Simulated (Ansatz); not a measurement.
Consider the hydrogenolysis of a B–Cl bond: `CC1[SiH2]B1Cl` + H₂ → `CC1B[SiH2]1` + HCl.

Isolated molecules relaxed with PBE0-D4/def2-TZVP in Ansatz; ΔE leaves out vibrations. CCSD(T)/CBS is the MP2 limit (def2-TZVPP, def2-QZVPP) plus CCSD(T) − MP2 in def2-TZVPP, frozen cores. This one scheme is used for every species. DFT in def2-TZVPP.

```json
{"species": "`CC1[SiH2]B1Cl`", "PBE energy (Eh)": "-853.91427"}
{"species": "H₂", "PBE energy (Eh)": "-1.16614"}
{"species": "`CC1B[SiH2]1`", "PBE energy (Eh)": "-394.42864"}
{"species": "HCl", "PBE energy (Eh)": "-460.62738"}
```

(1) Work out ΔE.

Largest T1 diagnostic among the species: 0.013.

Results:

(1) ΔE = (-394.42864) + (-460.62738) − (-853.91427) − (-1.16614) = 0.02439 Eh = +64.0 kJ/mol. CCSD(T)/CBS gives +62.1 kJ/mol.

In def2-TZVPP, CCSD(T) changes the Hartree–Fock value by +10.8 kJ/mol (the triples alone add +3.7 kJ/mol) and MP2 by +19.9 kJ/mol. The D4 term adds +8.7 kJ/mol with B3LYP and +4.8 kJ/mol with PBE0; it sums over pairs of atoms, weighted by their polarisabilities, and B3LYP, whose exchange is more repulsive, gets the larger term.

B3LYP here is the variant with VWN-RPA as its local correlation; programs differ in this.
